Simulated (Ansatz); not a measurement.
This geometry of CH6B2OSiTe (12 atoms, charge 0, multiplicity 1) is a first-order saddle point.

The calculation used Ansatz, RKS PBE0/def2-SVP.

```xyz
12
Properties=species:S:1:pos:R:3
O -0.151 -2.699 -1.141
B -0.478 -1.638 -0.407
B -0.566 -0.713 0.961
C -0.512 0.808 0.568
Si 1.000 1.596 -0.243
Te -1.978 -0.015 -0.895
H 0.527 -3.251 -0.731
H -1.057 -1.085 2.004
H -1.023 1.480 1.274
H 2.233 0.831 0.123
H 0.917 1.632 -1.734
H 1.166 2.998 0.254
```

Q: Which two structures does it join? (They come from a converged band through this point; their orientation in space is the band's.)

A: No bond is made or broken. The dihedral Te6–C4–Si5–H11 goes from -57 to 64°. The two ends are copies of one structure, up to a mirror image or an exchange of like atoms.

Image 0:

```xyz
12
Properties=species:S:1:pos:R:3
O -0.988 -1.867 -1.981
B -0.910 -1.180 -0.846
B -0.568 -0.939 0.756
C -0.158 0.555 0.988
Si 1.302 1.340 0.118
Te -1.974 0.745 -0.301
H -0.432 -2.656 -1.988
H -1.006 -1.626 1.653
H -0.349 0.947 1.999
H 2.547 1.125 0.928
H 1.486 0.688 -1.215
H 1.128 2.813 -0.077
```

Image 6:

```xyz
12
Properties=species:S:1:pos:R:3
O 0.348 -2.779 -0.754
B -0.191 -1.695 -0.206
B -0.571 -0.645 1.017
C -0.661 0.814 0.451
Si 0.786 1.648 -0.395
Te -1.818 -0.364 -1.055
H 1.039 -3.180 -0.212
H -1.141 -0.970 2.034
H -1.320 1.499 1.006
H 1.623 0.609 -1.071
H 0.351 2.660 -1.407
H 1.632 2.350 0.626
```

Q: How far does it lie above each of them?

A: 0.140 eV above the first and 0.140 eV above the second. This is the barrier of this one path; another mechanism may lie lower.

The run took 2.5 min on 2 threads of Arm Neoverse V1 (shared host), peak memory 0.4 GiB.
